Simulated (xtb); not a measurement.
C4H9FSi, SMILES FC1([SiH3])CCC1. All values are semi-empirical tight-binding results from xtb (GFN2-xTB unless named), good for trends rather than for accurate numbers. Geometry optimised at GFN2-xTB. This is a generated structure with no PubChem entry under its InChIKey; it may be hypothetical.

Optimised geometry:

Bonded distances (Å): F1–C2 1.397, C2–Si3 1.914, C2–C4 1.536, C2–C6 1.536, Si3–H7 1.464, Si3–H8 1.461, Si3–H9 1.461, C4–C5 1.535, C4–H10 1.088, C4–H11 1.089, C5–C6 1.535, C5–H12 1.088, C5–H13 1.088, C6–H14 1.089, C6–H15 1.088. Angles (°): F1–C2–Si3 108.0, F1–C2–C4 112.7, F1–C2–C6 112.7, Si3–C2–C4 116.7, Si3–C2–C6 116.7, C4–C2–C6 89.3, C2–Si3–H7 107.0, C2–Si3–H8 107.7, C2–Si3–H9 107.7, H7–Si3–H8 111.1, H7–Si3–H9 111.1, H8–Si3–H9 112.1, C2–C4–C5 88.8, C2–C4–H10 116.6, C2–C4–H11 111.3, C5–C4–H10 117.0, C5–C4–H11 112.7, H10–C4–H11 109.2, C4–C5–C6 89.3, C4–C5–H12 116.2, C4–C5–H13 112.5, C6–C5–H12 116.2, C6–C5–H13 112.5, H12–C5–H13 109.1, C2–C6–C5 88.8, C2–C6–H14 111.3, C2–C6–H15 116.6, C5–C6–H14 112.7, C5–C6–H15 117.0, H14–C6–H15 109.2.
Charge 0, spin multiplicity 1.

| Item | Result |
|---|---|
| point group as xtb finds it | Cs |
| orbital gap | 5.30 eV |
| dipole moment | 2.14 D |
| zero-point energy | 72.2 kcal/mol |
| G − E(el) at 298.15 K (modified RRHO) | 52.4 kcal/mol |
| static polarisability (D4 model) | 74.6 bohr³ |
| solvation energy, GFN2-xTB/ALPB(water) | -1.7 kcal/mol |
| solvation energy, GFN2-xTB/ALPB(acetone) | -4.7 kcal/mol |

Computed atomic charges and the Wiberg bond orders between heavy atoms:
charges (e) F1 -0.28, C2 0.06, Si3 0.45, C4 -0.07, C5 -0.06, C6 -0.07, H7 -0.09, H8 -0.08, H9 -0.08, H10 0.02, H11 0.05, H12 0.04, H13 0.03, H14 0.05, H15 0.02. Bond orders F1–C2 0.92, C2–Si3 0.84, C2–C4 1.00, C4–C5 1.00, C2–C6 1.00, C5–C6 1.00.
